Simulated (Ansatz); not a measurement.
Reaction (atomization): `B[SiH2][AsH]C` → As• + B• + C• + 8 H• + Si•

Computed with Ansatz on PBE0-D4/def2-TZVP structures; ΔE is electronic, products minus reactants. CBS: MP2 limit from def2 TZ/QZ plus the TZ coupled-cluster correction, frozen cores. This one scheme is used for every species, atoms too. No spin–orbit coupling; open shells (•) take unrestricted orbitals. Spin–orbit coupling would lower the free atoms: a little for B, C, Si. Bonds to As are less sure, by a few kJ/mol each and by 10 to 20 or more in all where they break to atoms, as the def2 sets lack core-valence functions. Scalar relativity is left out up to krypton. Each species was taken in one conformer, which may not be the lowest.

`B[SiH2][AsH]C`:

Z-matrix (Å, degrees):
```
Si
As 1 2.393
B 1 1.989 2 101.7
H 1 1.490 2 109.5 3 121.7
H 1 1.489 2 106.6 3 -120.4
C 2 1.980 1 96.6 3 -74.7
H 2 1.525 1 90.7 3 -170.7
H 3 1.196 1 121.1 2 86.0
H 3 1.196 1 120.9 2 -87.5
H 6 1.089 2 112.5 1 -42.9
H 6 1.090 2 108.2 1 -164.1
H 6 1.090 2 108.5 1 78.3
```

```csv
species,CCSD/CBS(def2) energy (Eh)
`B[SiH2][AsH]C`,-2591.68365
As•,-2234.93198
B•,-24.60302
C•,-37.78991
H•,-0.50000
Si•,-288.94153
```

Problem. Work out ΔE.

Solution. ΔE = 8 × (-0.50000) + (-2234.93198) + (-24.60302) + (-37.78991) + (-288.94153) − (-2591.68365) = 1.41721 Eh = +38.56 eV. CCSD(T)/CBS gives +38.99 eV.

Largest T1 diagnostic among the species: 0.014.

In def2-TZVPP, CCSD(T) changes the Hartree–Fock value by +8.86 eV (the triples alone add +0.43 eV) and MP2 by +8.69 eV; breaking electron pairs costs correlation energy, which Hartree–Fock lacks. The D4 term adds +0.45 eV with B3LYP and +0.24 eV with PBE0; it sums over pairs of atoms, weighted by their polarisabilities, and B3LYP, whose exchange is more repulsive, gets the larger term.

B3LYP here is the variant with VWN-RPA as its local correlation; programs differ in this.

For atomizations the MP2-based limit and the directly extrapolated one differ by several kJ/mol either way, and by 10 to 25 for some Ge, Se and Sn compounds, so smaller differences from it don't rank the levels.
